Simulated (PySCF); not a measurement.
PySCF input (HF/def2-TZVPD):

```python
from pyscf import gto, scf, dft

mol = gto.M(
    atom='''
    H    -0.00000000   -0.00000000   -1.76984242
    B    -0.00000000   -0.00000000   -0.60173872
    O     0.00000000    0.00000000    0.59731700
    ''',
    basis='def2-tzvpd',
    charge=0,
    spin=0,
    verbose=4,
)

mf = scf.RHF(mol).density_fit(auxbasis='def2-universal-jkfit')
mf.conv_tol = 1e-9
mf.max_cycle = 100
mf.max_memory = 1500
mf.kernel()
if not mf.converged:
    mf = mf.newton()
    mf.kernel(mf.make_rdm1())
mf.analyze()
```

End of the output:

```
Extra cycle  E= -100.208320268282  delta_E= -1.45e-12  |g|= 6.26e-07  |ddm|= 3.14e-06
converged SCF energy = -100.208320268282
**** SCF Summaries ****
Total Energy =                        -100.208320268281838
Nuclear Repulsion Energy =              21.706639592744818
One-electron Energy =                 -180.109323169391473
Two-electron Energy =                   58.194363308364821
Two-electron Coulomb Energy =           70.679567655502851
DFT Exchange-Correlation Energy =      -12.485204347138030
HOMO-LUMO gap [eV] =                    15.352657771319102
**** MO energy ****
MO #1   energy= -20.5575240604821  occ= 2
MO #2   energy= -7.64743358033252  occ= 2
MO #3   energy= -1.3271102788855   occ= 2
MO #4   energy= -0.674485247386507 occ= 2
MO #5   energy= -0.615639934123926 occ= 2
MO #6   energy= -0.519052937870693 occ= 2
MO #7   energy= -0.519052937870672 occ= 2
MO #8   energy= 0.0451468335057328 occ= 0
MO #9   energy= 0.0797103158125487 occ= 0
MO #10  energy= 0.0797103158125841 occ= 0
MO #11  energy= 0.0956285689810691 occ= 0
MO #12  energy= 0.130316252256158  occ= 0
MO #13  energy= 0.14765543378423   occ= 0
MO #14  energy= 0.147655433784236  occ= 0
MO #15  energy= 0.180963542498094  occ= 0
MO #16  energy= 0.180963542498098  occ= 0
MO #17  energy= 0.209994616228414  occ= 0
MO #18  energy= 0.234489796389297  occ= 0
MO #19  energy= 0.234489796389311  occ= 0
MO #20  energy= 0.245571600858695  occ= 0
MO #21  energy= 0.292885752243617  occ= 0
MO #22  energy= 0.314694962756054  occ= 0
MO #23  energy= 0.314694962756065  occ= 0
MO #24  energy= 0.374898403435928  occ= 0
MO #25  energy= 0.417514490480459  occ= 0
MO #26  energy= 0.417514490480476  occ= 0
MO #27  energy= 0.49455391697358   occ= 0
MO #28  energy= 0.557008000901227  occ= 0
MO #29  energy= 0.557008000901249  occ= 0
MO #30  energy= 0.602503357317019  occ= 0
MO #31  energy= 0.631972752718582  occ= 0
MO #32  energy= 0.655332889088625  occ= 0
MO #33  energy= 0.655332889088643  occ= 0
MO #34  energy= 0.693174548013264  occ= 0
MO #35  energy= 0.693174548013273  occ= 0
MO #36  energy= 0.846882600203843  occ= 0
MO #37  energy= 0.846882600203859  occ= 0
MO #38  energy= 0.848216347959366  occ= 0
MO #39  energy= 0.993196793420195  occ= 0
MO #40  energy= 0.993196793420226  occ= 0
MO #41  energy= 1.00084245867877   occ= 0
MO #42  energy= 1.2224070480363    occ= 0
MO #43  energy= 1.28265109017552   occ= 0
MO #44  energy= 1.28764223888613   occ= 0
MO #45  energy= 1.28764223888618   occ= 0
MO #46  energy= 1.42515678268921   occ= 0
MO #47  energy= 1.55117084812578   occ= 0
MO #48  energy= 1.82276121670806   occ= 0
MO #49  energy= 1.8227612167081    occ= 0
MO #50  energy= 1.91219925239918   occ= 0
MO #51  energy= 1.91219925239921   occ= 0
MO #52  energy= 2.00141558141919   occ= 0
MO #53  energy= 2.0014155814192    occ= 0
MO #54  energy= 2.08570688167372   occ= 0
MO #55  energy= 2.08570688167373   occ= 0
MO #56  energy= 2.13402384510153   occ= 0
MO #57  energy= 2.13528838243311   occ= 0
MO #58  energy= 2.13528838243315   occ= 0
MO #59  energy= 2.35513086477176   occ= 0
MO #60  energy= 2.35513086477183   occ= 0
MO #61  energy= 2.46638273716344   occ= 0
MO #62  energy= 2.67822300154208   occ= 0
MO #63  energy= 2.67822300154209   occ= 0
MO #64  energy= 2.96448770699568   occ= 0
MO #65  energy= 3.02962965288637   occ= 0
MO #66  energy= 3.0296296528864    occ= 0
MO #67  energy= 3.57291026954721   occ= 0
MO #68  energy= 3.58568195493532   occ= 0
MO #69  energy= 3.58568195493535   occ= 0
MO #70  energy= 3.65422862230087   occ= 0
MO #71  energy= 3.93942297918187   occ= 0
MO #72  energy= 4.81108007874069   occ= 0
MO #73  energy= 5.61470425326322   occ= 0
MO #74  energy= 5.61470425326323   occ= 0
MO #75  energy= 5.87456955002487   occ= 0
MO #76  energy= 5.87456955002491   occ= 0
MO #77  energy= 6.28492418496563   occ= 0
MO #78  energy= 6.28492418496566   occ= 0
MO #79  energy= 6.73868054458059   occ= 0
MO #80  energy= 6.97861822655083   occ= 0
MO #81  energy= 6.97861822655086   occ= 0
MO #82  energy= 7.34284058413247   occ= 0
MO #83  energy= 7.34284058413248   occ= 0
MO #84  energy= 7.7607106749062    occ= 0
MO #85  energy= 15.6786986113471   occ= 0
MO #86  energy= 45.6057488043057   occ= 0
 ** Mulliken pop on meta-lowdin orthogonal AOs  **
 ** Mulliken pop  **
pop of  0 H 1s            0.94272
pop of  0 H 2s            0.00737
pop of  0 H 3s            0.00142
pop of  0 H 2px           0.00060
pop of  0 H 2py           0.00060
pop of  0 H 2pz           0.00277
pop of  0 H 3px           0.00062
pop of  0 H 3py           0.00062
pop of  0 H 3pz           0.00043
pop of  1 B 1s            1.99991
pop of  1 B 2s            0.77614
pop of  1 B 3s            0.00862
pop of  1 B 4s            0.00017
pop of  1 B 5s            0.00066
pop of  1 B 6s            0.00001
pop of  1 B 2px           0.43220
pop of  1 B 2py           0.43220
pop of  1 B 2pz           0.87209
pop of  1 B 3px           0.00377
pop of  1 B 3py           0.00377
pop of  1 B 3pz           0.01891
pop of  1 B 4px           0.00000
pop of  1 B 4py           0.00000
pop of  1 B 4pz           0.00288
pop of  1 B 3dxy          0.00000
pop of  1 B 3dyz          0.00492
pop of  1 B 3dz^2         0.00212
pop of  1 B 3dxz          0.00492
pop of  1 B 3dx2-y2       0.00000
pop of  1 B 4dxy          0.00000
pop of  1 B 4dyz          0.00045
pop of  1 B 4dz^2         0.00071
pop of  1 B 4dxz          0.00045
pop of  1 B 4dx2-y2       0.00000
pop of  1 B 5dxy          0.00000
pop of  1 B 5dyz          0.00003
pop of  1 B 5dz^2         0.00024
pop of  1 B 5dxz          0.00003
pop of  1 B 5dx2-y2       0.00000
pop of  1 B 4f-3          0.00000
pop of  1 B 4f-2          0.00000
pop of  1 B 4f-1          0.00026
pop of  1 B 4f+0          0.00266
pop of  1 B 4f+1          0.00026
pop of  1 B 4f+2          0.00000
pop of  1 B 4f+3          0.00000
pop of  2 O 1s            1.99999
pop of  2 O 2s            1.61380
pop of  2 O 3s            0.00604
pop of  2 O 4s            0.00115
pop of  2 O 5s            0.00027
pop of  2 O 6s            0.00018
pop of  2 O 2px           1.55052
pop of  2 O 2py           1.55052
pop of  2 O 2pz           1.72081
pop of  2 O 3px           0.00004
pop of  2 O 3py           0.00004
pop of  2 O 3pz           0.00095
pop of  2 O 4px           0.00172
pop of  2 O 4py           0.00172
pop of  2 O 4pz           0.00119
pop of  2 O 5px           0.00010
pop of  2 O 5py           0.00010
pop of  2 O 5pz           0.00067
pop of  2 O 3dxy          0.00000
pop of  2 O 3dyz          0.00393
pop of  2 O 3dz^2         0.01223
pop of  2 O 3dxz          0.00393
pop of  2 O 3dx2-y2       0.00000
pop of  2 O 4dxy          0.00000
pop of  2 O 4dyz          0.00001
pop of  2 O 4dz^2         0.00194
pop of  2 O 4dxz          0.00001
pop of  2 O 4dx2-y2       0.00000
pop of  2 O 5dxy          0.00000
pop of  2 O 5dyz          0.00061
pop of  2 O 5dz^2         0.00009
pop of  2 O 5dxz          0.00061
pop of  2 O 5dx2-y2       0.00000
pop of  2 O 4f-3          0.00000
pop of  2 O 4f-2          0.00000
pop of  2 O 4f-1          0.00023
pop of  2 O 4f+0          0.00084
pop of  2 O 4f+1          0.00023
pop of  2 O 4f+2          0.00000
pop of  2 O 4f+3          0.00000
 ** Mulliken atomic charges  **
charge of    0H =      0.04285
charge of    1B =      0.43161
charge of    2O =     -0.47446
Dipole moment(X, Y, Z, Debye): -0.00000,  0.00000, -3.32928
```
